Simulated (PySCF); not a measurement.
**Computed properties of B(Br)(vinyl)(OH) (C2H4BBrO), SMILES C=CB(O)Br**

B(Br)(vinyl)(OH) (C2H4BBrO), SMILES B(C=C)(O)Br. Coordinates come from a B3LYP-D3(BJ)/def2-SVP optimisation. The structure was generated by enumeration, and PubChem lists no compound with its InChIKey, so it may never have been made. One conformer was computed; it need not be the lowest. All values are computed for the isolated molecule unless a solvent is named; none is compared with measurement here.

**Structure.** The optimised structure has Cs symmetry. All 21 harmonic modes at B3LYP-D3(BJ)/def2-SVP (PySCF) are real, so it is a minimum. With heavy atoms numbered as in [B:1]([Br:2])([CH:3]=[CH2:4])[OH:8], the shortest bond between them is C3–C4 at 1.343 Å and the longest B1–Br2 at 1.960 Å.

**Vibrations.** The strongest infrared lines (harmonic, unscaled, degenerate partners summed) lie at 1116 cm⁻¹ (371 km/mol, H 51 %, B 32 %, O 14 %), 1394 cm⁻¹ (141 km/mol, B 42 %, H 36 %, O 16 %), 895 cm⁻¹ (113 km/mol, H 51 %, B 29 %, C 16 %). The softest mode is at 72 cm⁻¹ and the zero-point energy is 39.2 kcal/mol.

**Electronic structure.** CAM-B3LYP/def2-TZVP (PySCF) places the frontier levels at -9.46 and -0.39 eV, a gap of 9.07 eV, and gives a dipole moment of 1.11 D and a mean polarisability of 61.5 bohr³. PBE/def2-TZVP (PySCF) at the same geometry gives -7.02 and -2.46 eV, so its gap is 4.51 eV narrower. An orbital gap is neither the optical nor the fundamental gap.

**Excitations.** TDA-CAM-B3LYP/def2-SVPD (PySCF) has S1 at 5.93 eV (209 nm, f = 0.000, dark); the most intense of the 10 singlets computed lies at 6.46 eV (f = 0.48). T1 (TDA) is at 3.76 eV, 2.17 eV under S1. TDA-PBE/def2-SVPD (PySCF) puts S1 at 4.56 eV. No vertical singlet excitation falls in the visible range (under 3.1 eV).

**NMR.** GIAO shifts at B3LYP/pcSseg-1 (PySCF) (non-relativistic, atoms alike by connectivity averaged): ¹³C from 144.4 to 150.1 ppm against TMS; ¹H from 5.6 to 6.7 ppm against TMS; ¹¹B at 30.8 ppm against BF3. Without spin–orbit terms, shifts of atoms bonded to Cl or Br come out too high.
